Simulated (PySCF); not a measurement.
# How far are cheaper levels from CCSD(T)/CBS for AsS?

PySCF; the state is a doublet (π ↑). The composite is CCSD(T) extrapolated to the basis-set limit from two correlation-consistent sets, with core-valence (CV) and scalar-relativistic (SR) terms as its label shows; it has no spin–orbit coupling and nothing beyond (T). Here it is CCSD(T)/CBS(DT). It gives Re = 2.022 Å, ωe = 569 cm⁻¹ and De = 3.80 eV to As + S.

```json
{"level": "UHF-CCSD", "basis": "def2-SVP", "relativity": "no relativity", "Re (Å)": "2.031", "ωe (cm⁻¹)": "578", "De (eV)": "2.83"}
{"level": "PBE", "basis": "def2-TZVPP", "relativity": "no relativity", "Re (Å)": "2.038", "ωe (cm⁻¹)": "562", "De (eV)": "4.40"}
{"level": "revPBE", "basis": "def2-SVP", "relativity": "no relativity", "Re (Å)": "2.052", "ωe (cm⁻¹)": "556", "De (eV)": "4.04"}
{"level": "BLYP", "basis": "def2-TZVPP", "relativity": "no relativity", "Re (Å)": "2.055", "ωe (cm⁻¹)": "540", "De (eV)": "4.30"}
{"level": "r²SCAN", "basis": "def2-TZVPP", "relativity": "no relativity", "Re (Å)": "2.018", "ωe (cm⁻¹)": "588", "De (eV)": "4.09"}
{"level": "TPSSh", "basis": "def2-TZVPP", "relativity": "no relativity", "Re (Å)": "2.020", "ωe (cm⁻¹)": "584", "De (eV)": "4.02"}
{"level": "PBE0", "basis": "def2-TZVPP", "relativity": "no relativity", "Re (Å)": "2.011", "ωe (cm⁻¹)": "602", "De (eV)": "3.96"}
{"level": "HSE06", "basis": "def2-SVP", "relativity": "no relativity", "Re (Å)": "2.021", "ωe (cm⁻¹)": "598", "De (eV)": "3.90"}
{"level": "M06-2X", "basis": "def2-SVP", "relativity": "no relativity", "Re (Å)": "2.016", "ωe (cm⁻¹)": "589", "De (eV)": "3.55"}
{"level": "ωB97M-V", "basis": "def2-TZVPP", "relativity": "no relativity", "Re (Å)": "2.002", "ωe (cm⁻¹)": "620", "De (eV)": "3.99"}
```

Question: Give the difference of each row from the composite.

Answer: 

| level | basis | ΔRe (pm) | Δωe (%) | ΔDe (eV) |
| --- | --- | --- | --- | --- |
| UHF-CCSD | def2-SVP | +0.9 | +1.6 | -0.97 |
| PBE | def2-TZVPP | +1.6 | -1.2 | +0.60 |
| revPBE | def2-SVP | +3.0 | -2.3 | +0.24 |
| BLYP | def2-TZVPP | +3.3 | -5.1 | +0.50 |
| r²SCAN | def2-TZVPP | -0.4 | +3.3 | +0.29 |
| TPSSh | def2-TZVPP | -0.2 | +2.6 | +0.22 |
| PBE0 | def2-TZVPP | -1.1 | +5.8 | +0.16 |
| HSE06 | def2-SVP | -0.1 | +5.1 | +0.10 |
| M06-2X | def2-SVP | -0.6 | +3.5 | -0.25 |
| ωB97M-V | def2-TZVPP | -2.0 | +9.0 | +0.19 |

Question: Which rows come closest in De?

Answer: HSE06 in def2-SVP (+0.10 eV), counted from the composite.

Correlated steps freeze the inner cores (9 to 14 orbitals); shallow outer-core shells are correlated. Correlated levels converge slowly with the basis: in double zeta they bind strong bonds too weakly, by up to about 1 eV, and carry superposition errors of some tenths. Spin–orbit coupling is left out. The state was picked by a PBE0 search and need not be the measured ground state.
